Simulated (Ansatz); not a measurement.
Input for Ansatz (an electronic-structure program): R-r2SCAN/def2-TZVPP on Cl4Ti (SMILES [Cl][Ti]([Cl])([Cl])[Cl]).

Ansatz 0.2 input:
```yaml
crystal:
  periodic: [false, false, false]
  atoms:
    - {symbol: Ti, position_ang: [-0.00000000, -0.00000000, -0.00000000]}
    - {symbol: Cl, position_ang: [1.25673622, 1.25673622, 1.25673622]}
    - {symbol: Cl, position_ang: [1.25673622, -1.25673622, -1.25673622]}
    - {symbol: Cl, position_ang: [-1.25673622, 1.25673622, -1.25673622]}
    - {symbol: Cl, position_ang: [-1.25673622, -1.25673622, 1.25673622]}
basis:
  gaussian:
    orbitals: def2-TZVPP
hamiltonian:
  xc: {name: r2SCAN}
scf: {lower_state_search: off}
```

Program output:

```
WARN ansatz: RAYON_NUM_THREADS=4 ignored (pool sized by the plan → 4); use --threads N
Functional definition: r2SCAN
these checks for a lower state are left out or cut short: stability, starts, cluster_reference, orbital_swaps, neighbouring_geometries, increment
integrals: 0.26 GiB planned
1608 factors; their error is unknown
mean field: 1.29 GiB planned
mean field evaluation 1: about -73209.3044 eV, gradient 3.3e1 eV
mean field evaluation 2: about -73194.8072 eV, gradient 8.1e1 eV
mean field evaluation 4: about -73211.0151 eV, gradient 1.7e1 eV
mean field evaluation 8: about -73211.5235 eV, gradient 2.1e-1 eV
mean field evaluation 16: about -73211.5236 eV, gradient 5.5e-5 eV
mean field -73211.52357173 eV, -2690.4738667079 hartree, gradient 1.8e-6 eV, S^2 0.000000; 0 other end points of the search recorded, 0 dependent functions left out
reference -73211.52358565 eV, -2690.4738672196 hartree; 45, 45 occupied and 187, 187 virtual orbitals, 1608 factors
Total energy: -73211.52358565 eV, -2690.4738672196 hartree
Checks for a lower state left out: stability, starts, cluster_reference, orbital_swaps, neighbouring_geometries, increment
```

The calculation finished and met its thresholds.

Cost: roughly 10 core-seconds.
